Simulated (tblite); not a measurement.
C2H8N2O3Si2.
Structure used (GFN2-xTB), in Å, numbered top down from 1:
```xyz
17
C2H8N2O3Si2 angstrom
O     -3.210   -1.267   -0.678
C     -3.262   -0.091   -0.462
O     -2.243    0.711   -0.402
Si    -0.726    0.054   -0.676
N     -0.235   -1.023    0.546
C      1.169   -0.971    0.911
Si     1.756    0.817    0.597
O      3.210    0.936   -0.117
N      0.440    1.287   -0.412
H     -4.212    0.445   -0.288
H     -0.711   -0.388   -2.073
H     -0.668   -1.926    0.669
H      1.756   -1.683    0.317
H      1.278   -1.268    1.955
H      1.941    1.633    1.787
H      3.401    0.519   -0.954
H      0.309    2.229   -0.730
```

Level: GFN2-xTB in tblite, geometry and Hessian alike; calculated harmonic values, unscaled, isolated species. Against measured fundamentals such values can be off by several per cent, at times by over 20. Modes of hydrogen on silicon can be 10 to 20 % off. One conformer, not necessarily the lowest.

Harmonic wavenumbers (cm⁻¹): 40.1, 54.9, 94.0, 118.5, 147.3, 187.6, 208.9, 237.1, 272.8, 305.3, 326.9, 364.3, 429.1, 537.3, 582.8, 638.0, 642.9, 664.6, 706.8, 746.5, 776.1, 780.2, 794.3, 838.1, 889.1, 919.3, 943.5, 953.9, 1125.3, 1132.1, 1169.6, 1194.4, 1233.3, 1349.3, 1365.6, 1490.4, 1774.0, 2246.2, 2335.4, 2805.6, 2872.1, 2964.2, 3445.9, 3540.8, 3653.6.

A = 3457, B = 653.5, C = 590.5 MHz; mass 164.007 u (most abundant isotopes); point group C1, symmetry number 1.

Question: What is the zero-point energy?

Answer: Half the sum of the wavenumbers: 24949 cm⁻¹ = 71.33 kcal/mol.

Question: Entropy at 273.15 K, 1 bar (ideal gas, RRHO, classical rotation)?

Answer: Translation 40.78, rotation 29.61, vibration 32.98: S = 103.4 cal/(mol K).

Question: And Cp and H(273.15 K) − H(0)?

Answer: Cp = 41.14 cal/(mol K), of which vibrations give 33.19 (their classical limit is 45 R = 89.4); H(273.15 K) − H(0) = 6.90 kcal/mol without the zero-point energy, 4.73 from vibrations.

Question: Which modes carry the vibrational entropy at 273.15 K?

Answer: 40.1 cm⁻¹: 5.08; 54.9 cm⁻¹: 4.46; 94.0 cm⁻¹: 3.40; 118.5 cm⁻¹: 2.96; 147.3 cm⁻¹: 2.54; 187.6 cm⁻¹: 2.09 cal/(mol K); the other 39 give 12.45 together.

Question: What must be added to the electronic energy to get the Gibbs energy at 273.15 K and 1 bar?

Answer: ZPE + [H(273.15 K) − H(0)] − T·S = 71.33 + 6.90 − 28.24 = 49.99 kcal/mol.

Question: Blend soft modes into free rotors: weight 1/[1 + (100 cm⁻¹/ν̃)⁴] for the oscillator and the rest for a rotor with moment μB/(μ + B), μ = h/(8π²ν), B = 10⁻⁴⁴ kg m². What vibrational entropy results?

Answer: 30.18 cal/(mol K) in place of 32.98, which changes −T·S at 273.15 K by +0.77 kcal/mol.

Question: How do the functions run with temperature in this model?

Answer: 
```csv
T (K),S (cal/(mol K)),Cp (cal/(mol K)),H − H(0) (kcal/mol),G − H(0) (kcal/mol),ln q(vib)
150,83.2,27.4,2.66,-9.81,3.90
250,99.8,38.7,5.97,-18.99,7.15
298.15,107.1,43.7,7.96,-23.97,8.68
400,121.2,52.8,12.89,-35.61,11.85
600,145.2,65.0,24.77,-62.33,17.71
900,173.8,75.7,46.03,-110.35,25.51
```

q(vib) and H(0) count from the zero-point level.

Hindered rotation and anharmonicity are outside this model. Other conformers, if any are populated, would add a mixing term that is left out. The structure is chiral; the term R ln 2 for an equal mix with its mirror image is left out.

Time: 1.3 s wall. Hardware: an Arm Neoverse N1 with one thread, shared host with 64 logical CPUs at a one-minute load of 56. This covers the Hessian and the dipole derivatives.
